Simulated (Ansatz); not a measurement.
A structure relaxed at PBE0-D4/def2-TZVP in Ansatz, charge 0, doublet:

Cartesian coordinates in Å:
```
V -0.4232 -0.9224 0.5561
Te -1.3554 1.0803 -0.4435
Te 1.7786 -0.1579 -0.1125
```

Task: Give its formula and point group.

Result: VTe2. Point group C2v (tolerance 0.1 Å).

Task: Summarise the bond lengths by kind (pairs closer than 1.2 times the sum of covalent radii, bridged metal pairs left out).

Result: 2 × Te–V 2.42 Å. The metal has 2 neighbours: Te 2.42 Å, Te 2.42 Å.

In the def2 sets Te takes a core potential; there is no spin–orbit coupling. The charge 0 doublet is spin-contaminated (final ⟨S²⟩ up to 1.80, 0.75 for a pure state). Another isomer (quartet) lies 1.24 eV lower at PBE0-D4/def2-TZVP; other spin states weren't run for this one.
